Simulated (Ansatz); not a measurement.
Start from `OC[SiH](O)S` and change one atom or group to get `CB[SiH](O)S`.

Ansatz, PBE0-D4/def2-TZVP geometries, multiplicity 1. Each molecule was computed in one conformer, which needn't be the lowest.

| property | `OC[SiH](O)S` |
| --- | --- |
| HOMO–LUMO gap (B3LYP/def2-TZVPP) / eV | 7.26 |
| LUMO energy (PBE0/def2-TZVPP) / eV | 0.20 |
| HOMO energy (PBE0/def2-TZVPP) / eV | -7.60 |
| size of the dipole moment (PBE/def2-TZVPP) / D | 0.26 |
| HOMO–LUMO gap (ωB97M-V/def2-TZVPP) / eV | 11.68 |
| HOMO energy (ωB97M-V/def2-TZVPP) / eV | -9.85 |

(1) Give the same properties after the change, and the shifts. (An estimate is asked.)

Answers

(1) Computed: 
| property | `CB[SiH](O)S` | shift |
| --- | --- | --- |
| HOMO–LUMO gap (B3LYP/def2-TZVPP) / eV | 6.13 | -1.13 |
| LUMO energy (PBE0/def2-TZVPP) / eV | -0.40 | -0.60 |
| HOMO energy (PBE0/def2-TZVPP) / eV | -6.94 | 0.66 |
| size of the dipole moment (PBE/def2-TZVPP) / D | 0.45 | 0.19 |
| HOMO–LUMO gap (ωB97M-V/def2-TZVPP) / eV | 10.26 | -1.42 |
| HOMO energy (ωB97M-V/def2-TZVPP) / eV | -9.01 | 0.84 |

With PBE0 the HOMO rises by 0.66 eV and the LUMO falls by 0.60 eV, so the gap narrows by about 1.26 eV. PBE moves the HOMO by 0.34 eV and ωB97M-V by 0.84 eV. Dipoles are sizes alone; their direction can turn.

B3LYP here is the variant with VWN-RPA as its local correlation; programs differ in this.
